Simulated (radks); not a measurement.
The numbers below are computed, except where a source is named.
Q: W67+, 7 electrons, occupied as [He] 2s2 2p3. Code: a radial shooting solver on a logarithmic mesh with Libxc functionals. Model: Dirac Kohn-Sham, RPBE, spin-unpolarised, spherical densities, finite nucleus; open shells fill j = l - 1/2 first; Fermi nuclear charge, rms radius 5.3658 fm. Some entries of the table are withheld. Estimate them.

| orbital | occ. | eigenvalue (Ry) | r(max) (bohr) |
|---|---|---|---|
| 1s1/2 | 2 | -5619.452 | 0.01144 |
| 2s1/2 | 2 | (1) | 0.06471 |
| 2p1/2 | 2 | (2) | (3) |
| 2p3/2 | 1 | (4) | (5) |
| 3s1/2 | 0 | -567.8420 | 0.1698 |
| 3p1/2 | 0 | -559.7093 | 0.1566 |
| 3p3/2 | 0 | -529.1584 | 0.1676 |
| 3d3/2 | 0 | -520.7296 | 0.1263 |
| 3d5/2 | 0 | -512.8822 | 0.1295 |

A: 
(1) 2s1/2 eigenvalue (Ry): -1342.655
(2) 2p1/2 eigenvalue (Ry): -1318.189
(3) 2p1/2 r(max) (bohr): 0.04786
(4) 2p3/2 eigenvalue (Ry): -1210.955
(5) 2p3/2 r(max) (bohr): 0.05438
